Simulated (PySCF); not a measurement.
## PBE on Ni (nickel, neutral)

Configuration: [Ar] 3d9 4s1, high-spin 3D determinant (an excited configuration). All numbers are calculated (PySCF 2.14, the non-relativistic Hamiltonian (point nucleus), in aug-cc-pVTZ (8s7p5d3f2g, 93 functions)).

```json
{"Total energy": "-1508.073 hartree", "One-electron energy": "-2097.146 hartree", "Hartree (Coulomb) energy": "652.021 hartree", "Exchange-correlation energy": "-62.948 hartree", "Kinetic energy": "1506.22308 hartree", "⟨S²⟩": "2.0004", "⟨L²⟩": "6.026", "Sum of ⟨r⟩": "21.11 bohr", "Sum of ⟨r²⟩": "32.73 bohr²", "Traceless quadrupole moment −½Σ⟨3z² − r²⟩ along its main axis": "-0.424 e·bohr²", "Density at the nucleus (Gaussians lack the cusp)": "14800 bohr⁻³", "Spin density at the nucleus": "4.44 bohr⁻³", "Langevin diamagnetic susceptibility": "-25.9 ×10⁻⁶ cm³/mol", "Time after the integrals": "roughly 8 core-seconds"}
```

```
shell  electrons  mean orbital energy (hartree)  spread (hartree)  rms radius, mean of both spins (bohr)
 1s α          1                     -298.32021                 0                                 0.0634
 1s β          1                     -298.31904                 0                                 0.0634
 2s α          1                      -35.18790                 0                                  0.269
 2s β          1                      -35.16831                 0                                  0.269
 2p α          3                      -30.69540           0.03470                                  0.240
 2p β          3                      -30.68059           0.01961                                  0.240
 3s α          1                       -3.79645                 0                                  0.810
 3s β          1                       -3.75469                 0                                  0.810
 3p α          3                       -2.42782           0.06760                                  0.858
 3p β          3                       -2.38648           0.02499                                  0.858
 3d α          5                       -0.19310           0.07334                                   1.34
 4s α          1                       -0.17605                 0                                   3.20
 3d β          4                       -0.15385           0.04323                                   1.34
```
